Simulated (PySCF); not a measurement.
This PySCF input asks for the NMR shieldings of `C=C[P@](C)(=O)C(=C)C`, C6H11OP; the geometry comes from GFN2-xTB.

```python
import basis_set_exchange as bse
import numpy as np
from pyscf import gto, dft
from pyscf.prop import nmr

atoms = """
C     1.244379    2.518474    0.523484
C     0.960833    1.268423    0.843120
P     0.537602    0.105751   -0.488162
C     1.711871   -1.291877   -0.279531
O     0.578761    0.696880   -1.829953
C    -1.106367   -0.556487   -0.016318
C    -1.300744   -1.174503    1.137904
C    -2.159607   -0.304390   -1.039308
H     1.501267    3.272177    1.251048
H     1.225980    2.817828   -0.513021
H     0.953753    0.912039    1.862215
H     1.455356   -2.051959   -1.015740
H     1.683804   -1.718383    0.717460
H     2.709496   -0.913010   -0.496560
H    -2.269330   -1.556604    1.419741
H    -0.504860   -1.326980    1.847491
H    -2.246784    0.768491   -1.211402
H    -3.123409   -0.704659   -0.732492
H    -1.861803   -0.751963   -1.987440
"""
names = dict.fromkeys(["C", "P", "O", "H"], "pcSseg-1")
basis = {el: gto.basis.parse(bse.get_basis(n, elements=[el], fmt="nwchem")) for el, n in names.items()}
mol = gto.M(atom=atoms, basis=basis, charge=0, verbose=0)
mf = dft.RKS(mol, xc="PBE0")
mf.grids.level = 2
mf.grids.alignment = dft.numint.BLKSIZE   # the property module wants whole blocks of grid points
mf.conv_tol = 1e-9
mf.kernel()

calc = nmr.RKS(mf)   # GIAO
C = mf.mo_coeff
Co = C[:, mf.mo_occ > 0]
resp = mf.gen_response(singlet=True, hermi=2)
def vind(x):   # induced exchange potential for any number of trial vectors
    d = np.einsum("pi,xij,qj->xpq", C, 2 * x.reshape(-1, C.shape[1], Co.shape[1]), Co, optimize=True)
    return np.einsum("xpq,pi,qj->xij", resp(d - d.transpose(0, 2, 1)), C, Co, optimize=True).ravel()
mo1, _ = nmr.rhf.solve_mo1(calc, with_cphf=vind)
sigma = calc.kernel(mo1)
for i, s in enumerate(sigma):   # ppm
    w = np.linalg.eigvalsh((s + s.T) / 2)
    print("%2d %-2s iso %8.1f  s11 %8.1f  s22 %8.1f  s33 %8.1f" % (i, mol.atom_pure_symbol(i), w.mean(), *w))
```

Problem. Give the expected output.

Solution. 
```
 0 C  iso     46.4  s11    -79.0  s22     38.6  s33    179.6
 1 C  iso     43.4  s11    -71.5  s22     53.7  s33    147.9
 2 P  iso    320.0  s11    226.6  s22    246.7  s33    486.7
 3 C  iso    165.1  s11    148.1  s22    159.9  s33    187.2
 4 O  iso    261.4  s11    149.4  s22    305.4  s33    329.4
 5 C  iso     28.8  s11    -80.9  s22     21.0  s33    146.5
 6 C  iso     60.8  s11    -51.4  s22     75.9  s33    157.8
 7 C  iso    163.6  s11    152.9  s22    156.8  s33    181.0
 8 H  iso     25.2  s11     22.1  s22     25.0  s33     28.5
 9 H  iso     25.0  s11     20.9  s22     23.8  s33     30.3
10 H  iso     25.4  s11     22.7  s22     25.0  s33     28.5
11 H  iso     30.2  s11     26.8  s22     28.2  s33     35.5
12 H  iso     30.5  s11     26.6  s22     28.9  s33     36.1
13 H  iso     30.3  s11     26.8  s22     28.2  s33     35.9
14 H  iso     25.8  s11     23.2  s22     24.8  s33     29.4
15 H  iso     26.4  s11     22.9  s22     25.3  s33     31.1
16 H  iso     29.4  s11     24.8  s22     28.9  s33     34.4
17 H  iso     29.9  s11     26.1  s22     28.3  s33     35.4
18 H  iso     29.2  s11     24.8  s22     28.7  s33     34.3
```

These numbers come from an equivalent density-fitted implementation of the same equations, which agrees with the script to about 0.01 ppm for H and up to a few tenths of a ppm for heavy atoms, so last digits may differ.

Problem. Turn these shieldings into chemical shifts. References, each an isolated molecule treated in the same way: 13C (σ = 186.93 ppm) and 1H (σ = 31.72 ppm) vs TMS; H3PO4 for 31P (σ = 318.38 ppm); 17O (σ = 336.08 ppm) against H2O.

Solution. Averaging equivalent atoms: C 5: 158.1; C 1: 143.6; C 0: 140.5; C 6: 126.2; C 7: 23.4; C 3: 21.8; P 2: -1.6; O 4: 74.7; H 9: 6.74; H 8: 6.48; H 10: 6.32; H 14: 5.93; H 15: 5.28; H 16/17/18: 2.21; H 11/12/13: 1.39 ppm. Experimental scales use liquid or dissolved standards, which lie at an offset from isolated H2O (liquid H2O: subtract about 36 ppm) and H3PO4.

Size and cost of the density-fitted run: 198 basis functions, about 90 core-seconds.
